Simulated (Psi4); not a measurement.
CH3S (SMILES [CH2]S), doublet, geometry from GFN2-xTB; Psi4 with HF/pcseg-1.

The Psi4 input:
```
memory 2 GB

molecule {
0 2
  C     0.08133729    1.12203680   -0.12550724
  S    -0.07291609   -0.56203814    0.13309778
  H     0.80181200   -0.95782336   -0.79481219
  H    -0.53276719    1.73924269    0.49787221
  H     0.40958879    1.47897019   -1.07958105
}

set basis pcseg-1
set reference uhf
set puream true

energy('scf')
print_variables()
```

It wrote (shortened):

```
   => Loading Basis Set <=

    Name: PCSEG-1
    Role: ORBITAL
    Keyword: BASIS

         ---------------------------------------------------------
                                   SCF
               by Justin Turney, Rob Parrish, Andy Simmonett
                          and Daniel G. A. Smith
                              UHF Reference
         ---------------------------------------------------------

  ==> Geometry <==

    Molecular point group: c1
    Full point group: C1

    Geometry (in Angstrom), charge = 0, multiplicity = 2:

       Center              X                  Y                   Z               Mass
    ------------   -----------------  -----------------  -----------------  -----------------
         C            0.095621345888     1.169424368624    -0.154489400480    12.000000000000
         S           -0.058632034112    -0.514650571376     0.104115619520    31.972071174400
         H            0.816096055888    -0.910435791376    -0.823794350480     1.007825032230
         H           -0.518483134112     1.786630258624     0.468890049520     1.007825032230
         H            0.423872845888     1.526357758624    -1.108563210480     1.007825032230

  Running in c1 symmetry.

  Rotational constants: A =      4.81843  B =      0.52677  C =      0.47758 [cm^-1]
  Rotational constants: A = 144452.90991  B =  15792.30107  C =  14317.38365 [MHz]
  Nuclear repulsion =   51.067242366708065

  Charge       = 0
  Multiplicity = 2
  Electrons    = 25
  Nalpha       = 13
  Nbeta        = 12

  ==> Algorithm <==

  SCF Algorithm Type is DF.
  DIIS enabled.
  MOM disabled.
  Fractional occupation disabled.
  Guess Type is SAD.
  Energy threshold   = 1.00e-06
  Density threshold  = 1.00e-06
  Integral threshold = 1.00e-12

  ==> Primary Basis <==

  Basis Set: PCSEG-1
    Blend: PCSEG-1
    Number of shells: 23
    Number of basis functions: 47
    Number of Cartesian functions: 49
    Spherical Harmonics?: true
    Max angular momentum: 2

   => Loading Basis Set <=

    Name: (PCSEG-1 AUX)
    Role: JKFIT
    Keyword: DF_BASIS_SCF

  ==> Integral Setup <==

  SCF_SUBTYPE=INCORE selected. In-core MEM_DF algorithm will be used.
  Using in-core AOs.

  ==> MemDFJK: Density-Fitted J/K Matrices <==

    J tasked:                   Yes
    K tasked:                   Yes
    wK tasked:                   No
    Algorithm:                 Core
    Schwarz Cutoff:           1E-12
    Mask sparsity (%):       0.0905
    Fitting Condition:        1E-10

   => Auxiliary Basis Set <=

  Basis Set: (PCSEG-1 AUX)
    Blend: DEF2-UNIVERSAL-JKFIT
    Number of shells: 81
    Number of basis functions: 257
    Number of Cartesian functions: 304
    Spherical Harmonics?: true
    Max angular momentum: 4

  Minimum eigenvalue in the overlap matrix is 1.5497962318E-02.
  Reciprocal condition number of the overlap matrix is 3.4289390074E-03.
    Using symmetric orthogonalization.

  ==> Pre-Iterations <==

  SCF Guess: Superposition of Atomic Densities via on-the-fly atomic UHF (no occupation information).

   -------------------------
    Irrep   Nso     Nmo
   -------------------------
     A         47      47
   -------------------------
    Total      47      47
   -------------------------

  ==> Iterations <==

                           Total Energy        Delta E     RMS |[F,P]|

   @DF-UHF iter SAD:  -436.62906466413591   -4.36629e+02   0.00000e+00
   @DF-UHF iter   1:  -436.98341164107057   -3.54347e-01   5.77606e-03 ADIIS/DIIS
   @DF-UHF iter   2:  -437.03554293049353   -5.21313e-02   2.87343e-03 ADIIS/DIIS
   @DF-UHF iter   3:  -437.04752682343917   -1.19839e-02   8.65481e-04 ADIIS/DIIS
   @DF-UHF iter   4:  -437.05118207530808   -3.65525e-03   4.20532e-04 ADIIS/DIIS
   @DF-UHF iter   5:  -437.05226788530786   -1.08581e-03   2.16008e-04 ADIIS/DIIS
   @DF-UHF iter   6:  -437.05265101622837   -3.83131e-04   6.24433e-05 DIIS
   @DF-UHF iter   7:  -437.05267221036917   -2.11941e-05   2.12302e-05 DIIS
   @DF-UHF iter   8:  -437.05267416092403   -1.95055e-06   8.87125e-06 DIIS
   @DF-UHF iter   9:  -437.05267457454994   -4.13626e-07   3.48975e-06 DIIS
   @DF-UHF iter  10:  -437.05267464484353   -7.02936e-08   1.30514e-06 DIIS
   @DF-UHF iter  11:  -437.05267465509002   -1.02465e-08   4.65285e-07 DIIS
  Energy and wave function converged.

  ==> Post-Iterations <==

   @Spin Contamination Metric:   1.360657621E-02
   @S^2 Expected:                7.500000000E-01
   @S^2 Observed:                7.636065762E-01
   @S   Expected:                5.000000000E-01
   @S   Observed:                5.000000000E-01

    Orbital Energies [Eh]
    ---------------------

    Alpha Occupied:

       1A    -91.936645     2A    -11.254877     3A     -8.957570
       4A     -6.650402     5A     -6.649594     6A     -6.648074
       7A     -1.070970     8A     -0.864040     9A     -0.643632
      10A     -0.566348    11A     -0.504002    12A     -0.468021
      13A     -0.313984

    Alpha Virtual:

      14A      0.129376    15A      0.174759    16A      0.213038
      17A      0.227999    18A      0.415658    19A      0.450320
      20A      0.477597    21A      0.540287    22A      0.613110
      23A      0.622839    24A      0.627577    25A      0.687470
      26A      0.843911    27A      0.855571    28A      0.872878
      29A      0.911340    30A      1.015770    31A      1.095637
      32A      1.194498    33A      1.310644    34A      1.630710
      35A      1.890787    36A      2.052695    37A      2.161256
      38A      2.200146    39A      2.235767    40A      2.262165
      41A      2.522570    42A      2.566813    43A      2.750778
      44A      2.880637    45A      2.940601    46A      3.546778
      47A      3.576627

    Beta Occupied:

       1A    -91.935720     2A    -11.228892     3A     -8.956633
       4A     -6.650693     5A     -6.648948     6A     -6.643622
       7A     -1.035881     8A     -0.810883     9A     -0.631096
      10A     -0.554586    11A     -0.474294    12A     -0.390784

    Beta Virtual:

      13A      0.117555    14A      0.134015    15A      0.186116
      16A      0.219171    17A      0.235614    18A      0.418448
      19A      0.458882    20A      0.485032    21A      0.543399
      22A      0.625816    23A      0.634949    24A      0.692118
      25A      0.767314    26A      0.866428    27A      0.872178
      28A      0.887447    29A      0.936069    30A      1.048528
      31A      1.104171    32A      1.212799    33A      1.319041
      34A      1.681390    35A      1.938320    36A      2.057409
      37A      2.182405    38A      2.202740    39A      2.235995
      40A      2.327491    41A      2.532868    42A      2.599328
      43A      2.779990    44A      2.883421    45A      2.945395
      46A      3.554813    47A      3.585510

    Final Occupation by Irrep:
              A
    DOCC [    12 ]
    SOCC [     1 ]
    NA   [    13 ]
    NB   [    12 ]

  @DF-UHF Final Energy:  -437.05267465509002

   => Energetics <=

    Nuclear Repulsion Energy =             51.0672423667080650
    One-Electron Energy =                -703.7496311159932247
    Two-Electron Energy =                 215.6297140941950943
    Total Energy =                       -437.0526746550900157

  UHF NO Occupations:
  HONO-2 :   11  A 1.9977857
  HONO-1 :   12  A 1.9970936
  HONO-0 :   13  A 1.0000000
  LUNO+0 :   14  A 0.0029064
  LUNO+1 :   15  A 0.0022143
  LUNO+2 :   16  A 0.0009007
  LUNO+3 :   17  A 0.0006586

Computation Completed

Properties will be evaluated at   0.000000,   0.000000,   0.000000 [a0]

Properties computed using the SCF density matrix

 Multipole Moments:

 ------------------------------------------------------------------------------------
     Multipole            Electronic (a.u.)      Nuclear  (a.u.)        Total (a.u.)
 ------------------------------------------------------------------------------------

 L = 1.  Multiply by 2.5417464519 to convert [e a0] to [Debye]
 Dipole X            :         -0.5053491            0.6748237            0.1694745
 Dipole Y            :         -2.0177685            2.2387383            0.2209698
 Dipole Z            :          0.9558516           -1.3692086           -0.4133570
 Magnitude           :                                                    0.4984107

 ------------------------------------------------------------------------------------

  Variable Map:
  ----------------------------------------------------------------------------
  "CURRENT ENERGY"           =>    -437.052674655090
  "CURRENT REFERENCE ENERGY" =>    -437.052674655090
  "DD SOLVATION ENERGY"      =>       0.000000000000
  "HF KINETIC ENERGY"        =>     437.675183415906
  "HF POTENTIAL ENERGY"      =>    -874.727858070996
  "HF TOTAL ENERGY"          =>    -437.052674655090
  "HF VIRIAL RATIO"          =>       1.998577692352
  "NUCLEAR REPULSION ENERGY" =>      51.067242366708
  "ONE-ELECTRON ENERGY"      =>    -703.749631115993
  "PCM POLARIZATION ENERGY"  =>       0.000000000000
  "PE ENERGY"                =>       0.000000000000
  "SCF ITERATION ENERGY"     =>    -437.052674655090
  "SCF ITERATIONS"           =>      11.000000000000
  "SCF TOTAL ENERGY"         =>    -437.052674655090
  "TWO-ELECTRON ENERGY"      =>     215.629714094195

  Array Variable Map:
  ----------------------------------------------------------------------------
  "CURRENT DIPOLE"           =>       0.169474529940 ... -0.413356990173 1 by 3
  "SCF DIPOLE"               =>       0.169474529940 ... -0.413356990173 1 by 3
  "SCF TOTAL ENERGIES"       =>    -436.629064664136 ... -437.052674655090 1 by 12
```
